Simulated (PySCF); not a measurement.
BeF2, SMILES [F][Be][F].

Coordinates come from a PBE0-D3(BJ)/def2-TZVP optimisation. The isomer is the one that the SMILES or the coordinates give; other isomers of the formula were not compared.

Vertical ionisation energy (IE) and electron affinity (EA) in eV. Rows of orbital energies are one-electron estimates. Where ΔSCF, EOM or ADC give a negative EA the extra electron is unbound and the value depends on the basis.

```tsv
level	IE	EA
−ε(HOMO), −ε(LUMO), ωB97X/def2-TZVPD (PySCF)	14.38	-0.91
−ε(HOMO), −ε(LUMO), PBE0/def2-TZVPD (PySCF)	11.81	0.74
```
